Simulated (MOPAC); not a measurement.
MOPAC input (PM7):

```
PM7 FORCE THERMO(298,298) PRECISE LET GEO-OK AUX(PRECISION=9) THREADS=1
FNbO2

Nb    0.14127691 1   -0.15570911 1   -0.38168946 1
O    -1.28122354 1   -0.85870715 1    0.35238634 1
O    -0.39266867 1    1.50614919 1   -0.28314142 1
F     1.06150089 1   -0.07592052 1    1.20185061 1
```

From the output:

```
     F    4   5.897010   0.571194   0.571187   6.124957

          HEAT OF FORMATION =    -174.796480 KCALS/MOLE

          ZERO POINT ENERGY       5.733 KCAL/MOL

           NORMAL COORDINATE ANALYSIS (Total motion = 1 Angstrom)

   Root No.       1         2         3         4         5         6

                 1 A"      1 A'      2 A'      3 A'      2 A"      4 A'

                 272.8     288.8     377.3     804.7    1102.4    1164.1

           1    0.0475    0.0252   -0.0685   -0.0179   -0.0847   -0.0635
           2   -0.0425    0.0281   -0.0766   -0.0200    0.0758   -0.0709
           3    0.0000   -0.0878    0.0143   -0.1534   -0.0000    0.0084
           4    0.0474    0.0235   -0.0590    0.0395    0.4431    0.4294
           5    0.0205    0.0787    0.4230    0.0067    0.0000   -0.0082
           6    0.2895    0.2837   -0.0361   -0.0054    0.0001    0.0022
           7   -0.0152    0.0756    0.4269    0.0024    0.0488   -0.0554
           8   -0.0494    0.0321   -0.0120    0.0400   -0.4404    0.4259
           9   -0.2895    0.2837   -0.0361   -0.0054   -0.0001    0.0022
          10   -0.2593   -0.2067    0.0254    0.0521   -0.0001   -0.0044
          11    0.2322   -0.2309    0.0283    0.0582    0.0001   -0.0049
          12   -0.0000   -0.0483   -0.0091    0.7594    0.0000   -0.0449

           MASS-WEIGHTED COORDINATE ANALYSIS (NORMAL COORDINATES)

   Root No.       1         2         3         4         5         6

                 1 A"      1 A'      2 A'      3 A'      2 A"      4 A'

                 272.8     288.8     377.3     804.7    1102.4    1164.1

           1    0.1961    0.1035   -0.2514   -0.0471   -0.2984   -0.2349
           2   -0.1756    0.1156   -0.2808   -0.0526    0.2672   -0.2624
           3    0.0000   -0.3607    0.0524   -0.4043   -0.0000    0.0312
           4    0.0812    0.0401   -0.0898    0.0432    0.6479    0.6591
           5    0.0352    0.1341    0.6438    0.0074    0.0000   -0.0125
           6    0.4962    0.4834   -0.0550   -0.0059    0.0001    0.0034
           7   -0.0260    0.1289    0.6497    0.0026    0.0713   -0.0850
           8   -0.0846    0.0546   -0.0183    0.0437   -0.6440    0.6538
           9   -0.4962    0.4834   -0.0550   -0.0059   -0.0001    0.0034
          10   -0.4843   -0.3839    0.0421    0.0621   -0.0001   -0.0074
          11    0.4336   -0.4288    0.0470    0.0694    0.0001   -0.0083
          12   -0.0000   -0.0896   -0.0151    0.9050    0.0000   -0.0751

          DESCRIPTION OF VIBRATIONS

 VIBRATION          1    1A"         ATOM PAIR     ENERGY CONTRIBUTION    RADIAL
 FREQUENCY           272.79         Nb1 -- F 4         +43.6% ( 65.0%)      0.0%
 TRANSITION DIPOLE   0.2636         Nb1 -- O 2         +28.2% ( 52.3%)      4.3%
 TRAVEL (Ang.)       0.2046         Nb1 -- O 3         +28.2% ( 52.3%)      4.3%
 REDUCED MASS        5.9038
 EFFECTIVE MASS     26.4025
 FORCE CONSTANT      0.2588

 VIBRATION          2    1A'         ATOM PAIR     ENERGY CONTRIBUTION    RADIAL
 FREQUENCY           288.83         Nb1 -- O 3         +36.0% ( 63.1%)      0.6%
 TRANSITION DIPOLE   1.0830         Nb1 -- O 2         +36.0% ( 63.1%)      0.6%
 TRAVEL (Ang.)       0.1903         Nb1 -- F 4         +28.1% ( 55.7%)      6.6%
 REDUCED MASS        6.4478
 EFFECTIVE MASS     31.3769
 FORCE CONSTANT      0.3169

 VIBRATION          3    2A'         ATOM PAIR     ENERGY CONTRIBUTION    RADIAL
 FREQUENCY           377.32         Nb1 -- O 3         +39.8% ( 63.0%)      2.9%
 TRANSITION DIPOLE   0.9261         Nb1 -- O 2         +39.8% ( 63.0%)      2.9%
 TRAVEL (Ang.)       0.1519         Nb1 -- F 4         +20.3% ( 45.0%)      0.3%
 REDUCED MASS        7.7415
 EFFECTIVE MASS     28.7993
 FORCE CONSTANT      0.6494

 VIBRATION          4    3A'         ATOM PAIR     ENERGY CONTRIBUTION    RADIAL
 FREQUENCY           804.68         Nb1 -- F 4         +93.2% ( 99.9%)     99.9%
 TRANSITION DIPOLE   3.3324         Nb1 -- O 2          +3.4% ( 19.1%)      4.8%
 TRAVEL (Ang.)       0.0732         Nb1 -- O 3          +3.4% ( 19.1%)      4.8%
 REDUCED MASS       15.6501
 EFFECTIVE MASS     27.5991
 FORCE CONSTANT      5.9706

 VIBRATION          5    2A"         ATOM PAIR     ENERGY CONTRIBUTION    RADIAL
 FREQUENCY          1102.39         Nb1 -- O 2         +48.8% ( 73.6%)     92.6%
 TRANSITION DIPOLE   3.5119         Nb1 -- O 3         +48.8% ( 73.6%)     92.6%
 TRAVEL (Ang.)       0.0873         Nb1 -- F 4          +2.4% ( 16.3%)      0.0%
 REDUCED MASS        8.0301
 EFFECTIVE MASS     24.0762
 FORCE CONSTANT      5.7497

 VIBRATION          6    4A'         ATOM PAIR     ENERGY CONTRIBUTION    RADIAL
 FREQUENCY          1164.11         Nb1 -- O 3         +48.9% ( 69.2%)     92.7%
 TRANSITION DIPOLE   1.2117         Nb1 -- O 2         +48.9% ( 69.2%)     92.7%
 TRAVEL (Ang.)       0.0879         Nb1 -- F 4          +2.1% ( 14.4%)      4.2%
 REDUCED MASS        7.4967
 EFFECTIVE MASS     22.2234
 FORCE CONSTANT      5.9856

      SYMMETRY NUMBER FOR POINT-GROUP Cs  =  1

          SYSTEM IS A GROUND STATE

 FNbO2

          MOLECULE IS NOT LINEAR

          THERE ARE  6 GENUINE VIBRATIONS IN THIS SYSTEM
          THIS THERMODYNAMICS CALCULATION IS LIMITED TO
          MOLECULES WHICH HAVE NO INTERNAL ROTATIONS

                    CALCULATED THERMODYNAMIC PROPERTIES
                                          *
   TEMP. (K)   PARTITION FUNCTION   H.O.F.    ENTHALPY  HEAT CAPACITY ENTROPY
                                   KCAL/MOL   CAL/MOLE    CAL/K/MOL  CAL/K/MOL

 298.00  VIB.     0.2231D+01                   841.6983     6.0845     4.4193
         ROT.     0.7157D+05                   888.2803     2.9808    25.1947
         INT.     0.1597D+06                  1729.9786     9.0653    29.6140
         TRA.     0.1669D+28                  1480.4672     4.9680    40.8007
         TOT.                     -174.796    3210.4458    14.0333    70.4147

   *: NOTE: HEATS OF FORMATION ARE RELATIVE TO THE
            ELEMENTS IN THEIR STANDARD STATE AT 298K
              (=  Standard Enthalpy of Formation).

            Hvib:  Zero-point energy is not included.
                   frequencies of less than zero cm-1 are not included.
            Hrot = (3/2)RT
            Htra = (3/2)RT + pV = (5/2)RT

            Heat capacity is Cp, not Cv

          For more information, see: HTTP://OpenMOPAC.net/Manual/thermochemistry.html

           FORCE CONSTANT IN CARTESIAN COORDINATES (Millidynes/A)

    ATOM   CHEMICAL       X               Y               Z
   NUMBER   SYMBOL  FORCE CONSTANT  FORCE CONSTANT  FORCE CONSTANT

      1      Nb       10.793310       10.753530        6.482255
      2       O       10.387165        0.573457        0.361057
      3       O        0.730603       10.230026        0.361050
      4       F        0.364508        0.367670        6.029124

 **********************
 *                    *
 * JOB ENDED NORMALLY *
 *                    *
 **********************
```
